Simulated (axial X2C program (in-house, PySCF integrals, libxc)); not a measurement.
**Outer orbitals of YCl⁻ at 2.603 Å, HF**

All values were computed with an in-house relativistic program for diatomic molecules. Spin-free means the one-electron spin-free X2C Hamiltonian; two-component (2c) means X2C with spin–orbit coupling and atomic mean-field two-electron Coulomb and Gaunt terms, so the difference of the two also holds small scalar two-electron terms. Basis: Y dyall-acv3z [12s13p10d6f3g], Cl dyall-av3z [9s8p3d2f] (cores contracted in-house); Gaussian nuclei, density fitting, unrestricted open shells. Masses: Y 88.906 u, Cl 34.969 u.

The distance is close to the 2c PBE0 minimum; the highest filled and lowest empty levels are listed.

Spin-free orbitals, state M_S = 1/2, Λ = 2 (beyond evenly filled blocks: δ+α) (Löwdin shares):

```json
{"symmetry": "π+α", "occupied": "yes", "ε (eV)": "-32.58", "atomic character": "100% Y p"}
{"symmetry": "σα", "occupied": "yes", "ε (eV)": "-31.36", "atomic character": "96% Y p"}
{"symmetry": "σβ", "occupied": "yes", "ε (eV)": "-31.08", "atomic character": "96% Y p"}
{"symmetry": "π-α", "occupied": "yes", "ε (eV)": "-30.92", "atomic character": "100% Y p"}
{"symmetry": "π-β", "occupied": "yes", "ε (eV)": "-30.22", "atomic character": "100% Y p"}
{"symmetry": "π+β", "occupied": "yes", "ε (eV)": "-30.22", "atomic character": "100% Y p"}
{"symmetry": "σβ", "occupied": "yes", "ε (eV)": "-23.84", "atomic character": "77% Cl s, 6% Y d, 6% Y p"}
{"symmetry": "σα", "occupied": "yes", "ε (eV)": "-23.78", "atomic character": "77% Cl s, 6% Y d, 6% Y p"}
{"symmetry": "σβ", "occupied": "yes", "ε (eV)": "-8.32", "atomic character": "86% Cl p, 6% Y d, 3% Y p"}
{"symmetry": "σα", "occupied": "yes", "ε (eV)": "-8.31", "atomic character": "85% Cl p, 5% Y d, 3% Y p"}
{"symmetry": "π-β", "occupied": "yes", "ε (eV)": "-7.64", "atomic character": "85% Cl p, 5% Y f, 5% Y d"}
{"symmetry": "π+β", "occupied": "yes", "ε (eV)": "-7.64", "atomic character": "85% Cl p, 5% Y f, 5% Y d"}
{"symmetry": "π-α", "occupied": "yes", "ε (eV)": "-7.59", "atomic character": "85% Cl p, 5% Y d, 5% Y f"}
{"symmetry": "π+α", "occupied": "yes", "ε (eV)": "-7.59", "atomic character": "85% Cl p, 5% Y d, 5% Y f"}
{"symmetry": "δ+α", "occupied": "yes", "ε (eV)": "-2.11", "atomic character": "99% Y d"}
{"symmetry": "σα", "occupied": "yes", "ε (eV)": "-1.56", "atomic character": "71% Y s, 15% Y d, 6% Cl p"}
{"symmetry": "σβ", "occupied": "yes", "ε (eV)": "-0.89", "atomic character": "62% Y s, 32% Y p, 2% Cl p"}
{"symmetry": "π-β", "occupied": "no", "ε (eV)": "1.90", "atomic character": "100% Y p"}
{"symmetry": "π+β", "occupied": "no", "ε (eV)": "1.90", "atomic character": "100% Y p"}
{"symmetry": "π+α", "occupied": "no", "ε (eV)": "1.91", "atomic character": "100% Y p"}
{"symmetry": "π-α", "occupied": "no", "ε (eV)": "1.91", "atomic character": "100% Y p"}
```

Spinors with spin–orbit coupling (state Ω = 3/2):

```tsv
ω	occupied	ε (eV)	atomic character	λ mixture
1/2	yes	-33.29	99% Y p	90% π, 10% σ
-1/2	yes	-31.79	97% Y p	70% σ, 30% π
1/2	yes	-30.81	96% Y p	90% σ, 10% π
-3/2	yes	-30.38	100% Y p	100% π
-1/2	yes	-30.24	98% Y p	70% π, 30% σ
3/2	yes	-29.66	100% Y p	100% π
1/2	yes	-23.84	77% Cl s, 6% Y d, 6% Y p	100% σ
-1/2	yes	-23.78	77% Cl s, 6% Y p, 6% Y d	100% σ
1/2	yes	-8.32	86% Cl p, 6% Y d, 3% Y p	99% σ, 1% π
-1/2	yes	-8.31	85% Cl p, 5% Y d, 3% Y p	99% σ, 1% π
-1/2	yes	-7.68	85% Cl p, 5% Y f, 5% Y d	99% π, 1% σ
1/2	yes	-7.62	85% Cl p, 5% Y d, 5% Y f	99% π, 1% σ
3/2	yes	-7.59	85% Cl p, 5% Y f, 5% Y d	100% π
-3/2	yes	-7.54	85% Cl p, 5% Y d, 5% Y f	100% π
3/2	yes	-2.15	99% Y d	100% δ
-1/2	yes	-1.56	71% Y s, 15% Y d, 6% Cl p	100% σ
1/2	yes	-0.88	62% Y s, 32% Y p, 2% Cl p	100% σ
-1/2	no	1.90	100% Y p	100% π
3/2	no	1.90	100% Y p	100% π
1/2	no	1.91	100% Y p	100% π
-3/2	no	1.91	100% Y p	100% π
```

Mulliken charges and populations of the two-component result (they depend on the basis, above all on diffuse functions):

Y -0.34 e (s 9.62 p 18.38 d 11.30 f 0.03 g 0.01), Cl -0.66 e (s 5.95 p 11.70 d 0.01). ⟨Lz⟩ = 2.00 ħ and ⟨Sz⟩ = -0.50 ħ (-0.53 and 0.03 on the two atoms), which add up to Ω.

The state is a single determinant with fixed occupations, the lowest that a limited PBE0 search found. Other states lie close and PBE0, whose exact exchange favours high spin, may order them wrongly; the determinant shown need not be the ground state. The nearest other spin-free determinant of the search, M_S = 1/2, Λ = 1, lies 0.10 eV up at the distance of the search. The determinant is spin-polarised beyond a pure state at some levels (its spin-free form has ⟨S²⟩ too high), which makes Re and μ there less reliable.
